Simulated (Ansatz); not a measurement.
`[Cl][Al]1[CH2][O]1`, relaxed with RKS PBE0-D4/def2-TZVP in Ansatz 0.2.0 from a PBE-D4/def2-SVP geometry. The force threshold is 0.005 eV/Å; the program also tests the step.

The species carries charge 0 and has multiplicity 1.

Start:

```xyz
6

Cl    2.909    0.129   -1.049
Al    0.947    0.028   -0.342
C    -0.828   -0.260    0.281
O    -0.279    1.132    0.190
H    -1.062   -0.582    1.317
H    -1.686   -0.448   -0.397
```

```json
{"step": "1", "energy (eV)": "-22228.3940", "largest force (eV/Å)": "0.840", "largest move (Å)": "0.000"}
{"step": "2", "energy (eV)": "-22228.4289", "largest force (eV/Å)": "0.460", "largest move (Å)": "0.028"}
{"step": "3", "energy (eV)": "-22228.4390", "largest force (eV/Å)": "0.129", "largest move (Å)": "0.022"}
{"step": "4", "energy (eV)": "-22228.4397", "largest force (eV/Å)": "0.079", "largest move (Å)": "0.005"}
{"step": "5", "energy (eV)": "-22228.4398", "largest force (eV/Å)": "0.084", "largest move (Å)": "0.007"}
{"step": "6", "energy (eV)": "-22228.4400", "largest force (eV/Å)": "0.074", "largest move (Å)": "0.015"}
{"step": "7", "energy (eV)": "-22228.4403", "largest force (eV/Å)": "0.001", "largest move (Å)": "0.007"}
```

End:

```xyz
6

Cl    2.868    0.100   -1.036
Al    0.926    0.068   -0.332
C    -0.809   -0.276    0.273
O    -0.286    1.128    0.192
H    -1.042   -0.576    1.294
H    -1.656   -0.444   -0.392
```

It took 23 s on 2 threads of an Arm Neoverse V1 on a shared host, with 0.3 GiB of host memory at the peak.
